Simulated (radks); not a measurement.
The potassium anion K-, [Ar] 4s2, held by a Watson sphere: a shell of charge +1.31 at radius R that stands for the Madelung well of a crystal (potential energy -1.31/R inside, -1.31/r outside, in hartree with lengths in bohr). All-electron calculation, non-relativistic Kohn-Sham, PBEsol, spin-unpolarised, spherical densities, point nucleus. Program: a radial shooting solver on a logarithmic mesh with Libxc functionals. Response by self-consistent Sternheimer equations with the Hartree and adiabatic LDA kernel. The sphere does not respond.

R (bohr)  e(3s) (eV)  e(3p) (eV)  e(4s) (eV)  <r> 4s (bohr)  sum of <r^2> (bohr^2)  X-ray form factor at sin(theta)/lambda = 0.1 1/angstrom  alpha (bohr^3)
2.38         -40.498     -24.410      -5.469          3.937                  55.06                                                   17.145           128.7
3.03         -38.336     -22.279      -5.293          4.096                  58.08                                                   17.062           145.5
3.14         -38.070     -22.012      -5.251          4.131                  58.71                                                   17.047           149.7
3.17         -38.002     -21.943      -5.239          4.141                  58.89                                                   17.043           151.0
5.17         -35.668     -19.565      -4.270          4.889                  73.82                                                   16.814           279.4
